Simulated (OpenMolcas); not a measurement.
# As3+: effect of the basis set

```
Program             : OpenMolcas 26.06
Method              : SS-CASPT2, IPEA 0.25 Eh, imaginary shift 0.1 Eh (closed shells correlated: 3d)
Active space        : 2 electrons in 4 orbitals (4s 4p)
State averaging     : 2S+1 = 3 even, 3 roots; 2S+1 = 1 even, 7 roots; 2S+1 = 3 odd, 3 roots; 2S+1 = 1 odd, 3 roots
Spin-orbit coupling : state interaction with AMFI integrals over the reference wave functions, term energies averaged over their components
```

A. ANO-RCC-VDZP [5s4p2d], DKH2, point nucleus; CASPT2 step of the order of 1.6 core-seconds
B. ANO-R1 [5s4p3d1f], X2C, finite nucleus; CASPT2 step about 1.2 core-seconds
C. ANO-RCC-VTZP [6s5p3d1f], DKH2, point nucleus; CASPT2 step roughly 2.2 core-seconds
D. ANO-RCC-VQZP [7s6p4d2f1g], DKH2, point nucleus; CASPT2 step about 2 core-seconds
E. ANO-R2 [6s5p4d3f1g], X2C, finite nucleus; CASPT2 step roughly 2.6 core-seconds
F. ANO-R3 [7s6p5d3f2g], X2C, finite nucleus; CASPT2 step of the order of 5 core-seconds

Energies in cm-1 above 4s2 1S0, the measured ground level; measured values from Moore, Atomic Energy Levels, vol. II, NSRDS-NBS 35 (1971 reprint of NBS Circular 467, 1952).

```csv
Level,A,B,C,D,E,F,Measured
4s2 1S0,0.0,0.0,0.0,0.0,0.0,0.0,0.0
4s 4p 3P* 0,74712,71953,73076,73496,74335,75143,
4s 4p 3P* 1,75540,73056,74102,74501,75340,76139,76962
4s 4p 3P* 2,77303,75443,76299,76650,77508,78287,79492
4s 4p 1P* 1,115302,111296,114019,113034,111180,111799,112022
4p2 3P0,181714,172540,178011,178307,177716,179672,
4p2 3P1,182731,173954,179301,179573,179002,180957,181468
4p2 3P2 [70 %],183996,175530,180554,180672,180187,182052,184394
4p2 1D2 [70 %],187756,179865,183945,183791,183476,185197,
4p2 1S0,214841,206617,211123,209980,208850,210043,211683
```

Deviations, from unrounded energies. A percentage is the sum of absolute deviations over the sum of measured energies, with the sign that they share, or ± where signs differ.

```csv
Against measurement,Levels,A,B,C,D,E,F
mean absolute deviation (cm-1),6,2000,5000,2400,2300,2300,1100
other configurations (%),6,±1.4,-3.6,±1.7,±1.6,-1.6,-0.8
```

F lies closest to measurement on these levels and B furthest from it. The largest miss of F in the table is 4p2 3P2 [70 %], by -2300 cm-1. The ranking rests on the paired levels alone, and a cruder setting can come out closer through cancelling errors.

Among A to F the level of the table that moves most is 4p2 3P0, by 9200 cm-1 (lowest in B, highest in A).

Over all roots computed the reference weight is 0.94 to 1.00 in A, 0.92 to 0.97 in B, 0.93 to 0.99 in C, 0.93 to 0.99 in D, 0.91 to 0.97 in E, 0.91 to 0.97 in F; the roots of lowest weight are the least certain, and an intruder state may touch them. The ¹D term of p² mixes with s d, which this space lacks. The basis is small and was not contracted for so high a charge (holds for A; B). Measured partners are found by configuration, term and J. A level has none where our copy of the source lacks it or the pairing is in doubt (some pairs that miss far off the trend of their configuration count as doubtful), and it then counts in no deviation. Levels of configurations outside the active space are missing.

A share in square brackets marks a mixed level and gives the weight of the term that names it, the lowest over the columns. * marks odd parity.
